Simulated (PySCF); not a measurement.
Sn(Cl)(Br)(Me)2, C2H6BrClSn, SMILES [CH3][Sn]([Cl])([Br])[CH3] (B3LYP/def2-SVP optimised geometry):

```
11

C     -1.965    -1.708    -1.562
Sn    -0.881    -0.687     0.000
C      1.278    -0.687     0.000
Cl    -1.574    -1.640     2.069
Br    -1.640     1.725     0.000
H     -3.040    -1.620    -1.354
H     -1.733    -1.240    -2.529
H     -1.673    -2.768    -1.574
H      1.625    -0.161     0.899
H      1.640    -0.168    -0.899
H      1.640    -1.725     0.010
```

Method: B3LYP/def2-TZVP, def2 effective core potentials past Kr in PySCF 2.14.0.

Task: What are the frontier orbital energies and the dipole moment?

Result: HOMO-2 -8.33 eV, HOMO-1 -7.97 eV, HOMO -7.82 eV, LUMO -1.71 eV, LUMO+1 -0.22 eV; dipole moment 3.84 D.

On the same geometry PBE/def2-TZVP, def2 effective core potentials past Kr in PySCF 2.14.0 gives HOMO-2 -7.25 eV, HOMO-1 -6.96 eV, HOMO -6.83 eV, LUMO -2.32 eV, LUMO+1 -0.81 eV; dipole moment 3.74 D.
